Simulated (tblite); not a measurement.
Compound: C6H8NO (doublet state).
Atom-mapped SMILES: `[CH3:1][C:2](=[O:3])[C:4]1=[CH:5][NH:6][CH:7][CH2:8]1` (hydrogens: H9, H10, H11 on C1; H12 on C5; H13 on N6; H14 on C7; H15, H16 on C8)
Bond orders are those of one Lewis drawing.

Computed with GFN2-xTB (tblite), gas phase: L-BFGS steps from a force-field or distance-geometry start until the largest atomic force falls under 0.01 eV/Å.

Step 23: E = -648.6690 eV
```
atom  x, y, z in Å  |  force x, y, z in eV/Å
C1      2.3571    0.2407    0.6895    0.025   0.049   0.069
C2      1.4070   -0.5504   -0.1867    0.071   0.128  -0.037
O3      1.8020   -1.4661   -0.8975    0.138  -0.102  -0.196
C4      0.0228   -0.1913   -0.1111   -0.180  -0.017  -0.054
C5     -1.0016   -0.7829   -0.8240    0.004  -0.016   0.059
N6     -2.1997   -0.4589   -0.2702    0.171  -0.200   0.178
C7     -2.0393    0.3281    0.8147   -0.057   0.036  -0.058
C8     -0.6094    0.7333    0.8936   -0.187   0.176   0.048
H9      2.2765    1.2993    0.4739   -0.037   0.181  -0.103
H10     2.1347    0.1096    1.7445   -0.109  -0.121   0.076
H11     3.3770   -0.0807    0.5136    0.070  -0.078  -0.075
H12    -0.9181   -1.3752   -1.7163   -0.043  -0.130   0.208
H13    -3.0645   -0.9429   -0.4675    0.043   0.165  -0.198
H14    -2.8609    0.6530    1.4167    0.003   0.060  -0.019
H15    -0.5168    1.7816    0.5565    0.134   0.056   0.035
H16    -0.1745    0.7118    1.8938   -0.045  -0.187   0.065
```

Step 24: E = -648.6802 eV
```
atom  x, y, z in Å  |  force x, y, z in eV/Å
C1      2.3550    0.2420    0.6907    0.051   0.062   0.062
C2      1.4092   -0.5441   -0.1886   -0.005   0.077  -0.093
O3      1.8062   -1.4550   -0.9052    0.136  -0.091  -0.180
C4      0.0249   -0.1858   -0.1151   -0.240  -0.101  -0.037
C5     -0.9999   -0.7875   -0.8203   -0.018  -0.011   0.024
N6     -2.1978   -0.4600   -0.2694    0.059  -0.270   0.156
C7     -2.0396    0.3303    0.8123   -0.040   0.069  -0.069
C8     -0.6093    0.7330    0.8944   -0.158   0.154   0.055
H9      2.2784    1.2992    0.4757   -0.048   0.248  -0.110
H10     2.1369    0.1115    1.7450   -0.136  -0.136   0.124
H11     3.3706   -0.0818    0.5102    0.174  -0.097  -0.071
H12    -0.9270   -1.3922   -1.7060    0.006  -0.097   0.213
H13    -3.0666   -0.9426   -0.4686    0.154   0.214  -0.171
H14    -2.8646    0.6633    1.4044   -0.002   0.070   0.002
H15    -0.5052    1.7821    0.5672    0.102   0.078   0.042
H16    -0.1789    0.6966    1.8967   -0.036  -0.170   0.054
```

Step 25: E = -648.7089 eV
```
atom  x, y, z in Å  |  force x, y, z in eV/Å
C1      2.3506    0.2476    0.6953    0.103   0.075  -0.014
C2      1.4149   -0.5258   -0.1983   -0.166  -0.049  -0.184
O3      1.8203   -1.4240   -0.9300    0.077   0.023  -0.082
C4      0.0277   -0.1713   -0.1272   -0.266  -0.273   0.068
C5     -0.9956   -0.8013   -0.8100   -0.082  -0.049  -0.072
N6     -2.1910   -0.4709   -0.2630   -0.092  -0.223   0.173
C7     -2.0414    0.3390    0.8040   -0.104   0.158  -0.072
C8     -0.6118    0.7348    0.8977    0.019   0.035   0.023
H9      2.2823    1.3041    0.4790   -0.047   0.290  -0.079
H10     2.1396    0.1139    1.7493   -0.167  -0.142   0.130
H11     3.3564   -0.0874    0.4988    0.326  -0.084  -0.017
H12    -0.9524   -1.4454   -1.6712    0.149   0.000   0.210
H13    -3.0679   -0.9343   -0.4780    0.216   0.198  -0.127
H14    -2.8771    0.6931    1.3718    0.065   0.052  -0.011
H15    -0.4688    1.7859    0.5991   -0.003   0.094   0.080
H16    -0.1934    0.6511    1.9062   -0.029  -0.105  -0.027
```

Step 26: E = -648.7267 eV
```
atom  x, y, z in Å  |  force x, y, z in eV/Å
C1      2.3498    0.2529    0.6984    0.099   0.057  -0.088
C2      1.4158   -0.5138   -0.2073   -0.152  -0.103  -0.168
O3      1.8315   -1.4026   -0.9477   -0.014   0.133  -0.001
C4      0.0251   -0.1663   -0.1331   -0.120  -0.312   0.139
C5     -0.9952   -0.8123   -0.8028   -0.107  -0.036  -0.043
N6     -2.1866   -0.4797   -0.2545   -0.228  -0.215   0.085
C7     -2.0442    0.3477    0.7964   -0.055   0.230  -0.047
C8     -0.6138    0.7372    0.8997    0.116  -0.069   0.000
H9      2.2847    1.3120    0.4787   -0.024   0.189  -0.011
H10     2.1386    0.1117    1.7545   -0.143  -0.105   0.007
H11     3.3524   -0.0923    0.4906    0.272  -0.019   0.046
H12    -0.9654   -1.4805   -1.6436    0.215   0.003   0.133
H13    -3.0677   -0.9250   -0.4881    0.200   0.167  -0.084
H14    -2.8831    0.7124    1.3504    0.036   0.064   0.021
H15    -0.4461    1.7901    0.6203   -0.058   0.049   0.119
H16    -0.2035    0.6175    1.9116   -0.039  -0.034  -0.108
```

**Question.** Estimate the geometry and energy of step 27. (The exact step hangs on the optimiser's Hessian estimate; all steps are aligned on step 26, rigid shifts and turns removed.)

**Answer.** E = -648.7427 eV, largest force 0.309 eV/Å
```
atom  x, y, z in Å  |  force x, y, z in eV/Å
C1      2.3512    0.2588    0.6992    0.052   0.021  -0.140
C2      1.4150   -0.5044   -0.2169   -0.057  -0.079  -0.065
O3      1.8416   -1.3835   -0.9632   -0.084   0.161   0.007
C4      0.0210   -0.1681   -0.1343    0.023  -0.254   0.174
C5     -0.9973   -0.8223   -0.7953   -0.085  -0.040   0.023
N6     -2.1851   -0.4923   -0.2438   -0.184  -0.025   0.098
C7     -2.0471    0.3594    0.7886   -0.052   0.208  -0.065
C8     -0.6143    0.7390    0.9011    0.131  -0.150  -0.035
H9      2.2861    1.3220    0.4767    0.011   0.030   0.070
H10     2.1337    0.1057    1.7575   -0.089  -0.037  -0.162
H11     3.3540   -0.0959    0.4851    0.136   0.067   0.103
H12    -0.9708   -1.5077   -1.6182    0.239  -0.042   0.029
H13    -3.0660   -0.9148   -0.4998    0.033   0.072  -0.071
H14    -2.8885    0.7316    1.3338    0.043   0.057   0.024
H15    -0.4287    1.7947    0.6390   -0.078  -0.030   0.146
H16    -0.2125    0.5869    1.9140   -0.037   0.040  -0.136
```

The energy changes by -0.0160 eV. The first-order estimate −F·Δx gives -0.0229 eV and the mean of the old and new forces, exact on a quadratic surface, -0.0161 eV. The step makes an angle of 70° with the force vector and moves no atom by more than 0.038 Å.

What follows is the cost of the whole relaxation. Time: 0.47 s wall. Hardware: an Arm Neoverse V1 with one thread, shared host.
